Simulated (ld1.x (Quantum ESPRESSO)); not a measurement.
**In: excitation energies, all-electron against TM**

- Element: indium
- Generator: ld1.x (Quantum ESPRESSO) 7.5
- Type: norm-conserving Troullier–Martins (Kleinman–Bylander form)
- Functional: LDA (PZ)
- Relativity: fully relativistic
- Frozen core: [Kr] 4d10
- Valence charge: 3
- Reference configuration: 5s2 5p1
- Partial waves: 5s (bound): rc 1.90 bohr; 5p (bound): rc 2.70 bohr
- Local potential: the p channel
- Core correction: Bessel-smoothed model core inside 1.65 bohr

Open shells are filled in proportion to 2j + 1 (rel_dist='average').

Energies are relative to the spin-unpolarised reference configuration 5s2 5p1; without spin polarisation the order of configurations can differ from experiment. The p channel is local and has no spin–orbit splitting in the pseudo-atom.

```tsv
valence configuration	charge	ΔE all-electron (eV)	error AE − PS (meV)
5s2 5p0	+1	5.606	-5.6
5s2 5p0.5	+0.5	2.050	+1.5
5s1 5p1	+1	12.287	-55
5s2 5p1.3	-0.3	-0.585	-2.2
5s1 5p2	0	5.925	-26
5s0 5p3	0	12.134	-91
```

Task: What are ΔE and the potential's error for 5s1 5p0?

Result: ΔE = 25.267 eV all-electron; the error (AE − PS) is -189 meV.
